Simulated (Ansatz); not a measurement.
`C[SiH2][SiH2][TeH]` + H₂ → `[SiH3][SiH2][TeH]` + CH₄ at 500 K and 1 bar (hydrogenolysis of the Si–C bond).

Calculated with Ansatz (gas phase, PBE0-D4/def2-TZVP geometries, no zero-point term in ΔE). CCSD(T)/CBS is the MP2 limit (def2-TZVPP, def2-QZVPP) plus CCSD(T) − MP2 in def2-TZVPP, frozen cores. This one scheme is used for every species. def2 core potentials past Kr. For Te outer-core shells are correlated without core-valence functions, which leaves a few kJ/mol of doubt a bond. One conformer a species, not always the lowest.

| species | CCSD(T)/CBS energy (Eh) | H − E (kJ/mol) | S (J/(mol·K)) |
| --- | --- | --- | --- |
| `C[SiH2][SiH2][TeH]` | -888.77366 | 260.9 | 475.3 |
| H₂ | -1.17544 | 41.0 | 145.5 |
| `[SiH3][SiH2][TeH]` | -849.49595 | 173.5 | 430.4 |
| CH₄ | -40.46206 | 135.6 | 206.8 |

H − E and S are ideal-gas, rigid-rotor, harmonic terms from PBE0-D4/def2-TZVP, for one conformer and one mirror image of each species. For small species the MP2-based limit differs from directly extrapolated CCSD(T) by up to some mEh (0.8 for H₂); such offsets cancel only in part. 1 Eh = 2625.50 kJ/mol, R = 8.31446 J/(mol·K).

**Question.** By hand: ΔE, ΔH, ΔS and ΔG.

**Answer.** ΔE = (-849.49595) + (-40.46206) − (-888.77366) − (-1.17544) = -0.00891 Eh = -23.4 kJ/mol. Δ(H − E) = 173.5 + 135.6 − 260.9 − 41.0 = 7.2, so ΔH = -16.2 kJ/mol. ΔS = 430.4 + 206.8 − 475.3 − 145.5 = 16.4 J/(mol·K). ΔG = -16.2 − 500 × (16.4)/1000 = -24.4 kJ/mol.

**Question.** By hand: the equilibrium constant, and the temperature at which ΔG would vanish if ΔH and ΔS stayed fixed.

**Answer.** log₁₀ K = −ΔG/(RT ln 10) = 2.5. ΔH and −TΔS have one sign here, so there is no such temperature.

TΔS isn't small against ΔH here. A doubt of 5 kJ/mol in ΔE shifts log₁₀ K by 0.5 here. Other conformers and mirror images would add mixing entropy, several J/(mol·K) or more a flexible species. Modes under 60 cm⁻¹, often nearly free rotors, make the harmonic entropy too high. These are equilibria of isolated gas molecules and say nothing of rates. Largest T1 diagnostic: 0.012 (customary marks: 0.02 for closed shells, 0.045 for open ones).
